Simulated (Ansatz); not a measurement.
Geometry optimisation, RHF/def2-SVP (Ansatz 0.2.0).

The input (input.yaml):

```yaml
crystal:
  periodic: [false, false, false]
  atoms:
    - { symbol: Al, position_ang: [0.0, 0.0, 0.0] }
    - { symbol: O, position_ang: [0.0, 0.0, 1.78] }
    - { symbol: H, position_ang: [-0.9095, -0.2814, 2.1171] }
    - { symbol: O, position_ang: [1.5415, 0.0, -0.89] }
    - { symbol: H, position_ang: [1.8414, -0.9519, -1.0449] }
    - { symbol: O, position_ang: [-1.5415, 0.0, -0.89] }
    - { symbol: H, position_ang: [-2.0512, -0.8467, -0.6815] }
basis:
  gaussian: { orbitals: def2-SVP }
hamiltonian:
  xc: hf
relax:
  f_tol: 0.02
  max_steps: 40
output:
  orbitals: {}
```

Command:

```bash
$ ansatz run input.yaml --threads 1 --pin off --max-ram 2048MiB --backend cpu --events-out ev --progress --plain --runs-dir out
```

Q: Where does it end, and by what steps?

A: The run converged. After 8 steps the energy has fallen by 1.108 eV; H5 moved furthest, 0.79 Å.

```json
{"step": "0", "energy less start (eV)": "0.0000", "largest force component (eV/Å)": "3.203", "accepted": "yes"}
{"step": "1", "energy less start (eV)": "-0.5338", "largest force component (eV/Å)": "2.517", "accepted": "yes"}
{"step": "2", "energy less start (eV)": "-0.7536", "largest force component (eV/Å)": "1.797", "accepted": "yes"}
{"step": "3", "energy less start (eV)": "-0.9653", "largest force component (eV/Å)": "0.400", "accepted": "yes"}
{"step": "4", "energy less start (eV)": "-1.0347", "largest force component (eV/Å)": "0.785", "accepted": "yes"}
{"step": "5", "energy less start (eV)": "-1.0748", "largest force component (eV/Å)": "0.326", "accepted": "yes"}
{"step": "6", "energy less start (eV)": "-1.1070", "largest force component (eV/Å)": "0.049", "accepted": "yes"}
{"step": "7", "energy less start (eV)": "-1.1071", "largest force component (eV/Å)": "0.061", "accepted": "yes"}
{"step": "8", "energy less start (eV)": "-1.1075", "largest force component (eV/Å)": "0.006", "accepted": "yes"}
```

```xyz
7
Properties=species:S:1:pos:R:3
Al -0.086 -0.309 -0.103
O 0.015 -0.180 1.572
H -0.626 -0.123 2.256
O 1.334 -0.383 -0.994
H 2.223 -0.364 -0.688
O -1.535 -0.369 -0.944
H -2.443 -0.352 -0.710
```

Whether the end is a true minimum wasn't checked by a vibrational analysis.

Time of the run: 9.2 s on 1 thread of Arm Neoverse V1, with other jobs on the host, peak memory 0.14 GiB.
